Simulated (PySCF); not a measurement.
Task: Give a GFN2-xTB geometry of InChI=1S/CH9ClOSSi3/c1-4-6-3-7-5-2/h5-7H2,1H3.

Result: 
```
atom  x, y, z in Å
C1     3.072    1.198    0.252
S2     1.260    1.037    0.143
Si3    1.101   -1.079    0.406
O4    -0.456   -1.458    0.383
Si5   -2.075   -1.333    0.203
Si6   -2.621    0.908    0.270
Cl7   -4.641    1.071    0.092
H8     3.299    2.258    0.222
H9     3.421    0.768    1.185
H10    3.534    0.696   -0.592
H11    1.616   -1.435    1.721
H12    1.752   -1.755   -0.707
H13   -2.337   -2.025   -1.065
H14   -2.571   -2.172    1.300
H15   -2.291    1.598    1.523
H16   -2.070    1.730   -0.811
```

Any rigid rotation of these coordinates is as good. Atoms count from 1 in this order. Of the pairs four or more bonds apart, S2···Si6 is among the closest relative to their van der Waals radii: 3.89 Å, 100 % of the sum of Bondi's values. The O–Si distances run from 1.603 Å (Si3–O4, drawn single) to 1.634 Å (O4–Si5, drawn single), a spread of 0.031 Å. S2 (sulfur bonded to C and Si) is bent (angle 98.9°). Si3 (oxygen-bound silicon) is distorted tetrahedral (angles from 107.4° to 114.7°).

Bonds between heavy atoms (Å): C1–S2 1.822, S2–Si3 2.138, Si3–O4 1.603, O4–Si5 1.634, Si5–Si6 2.307, Si6–Cl7 2.034.

Computed geometry: GFN2-xTB, gas phase.

Point group: C1 (no symmetry element, even within 0.4 Å). No GFN2-xTB frequencies stand behind this structure, so it isn't proved a minimum. The numbers are those of one conformer (C1–S2–Si3–O4 179°, S2–Si3–O4–Si5 10°, Si3–O4–Si5–Si6 -20°, O4–Si5–Si6–Cl7 -179°).
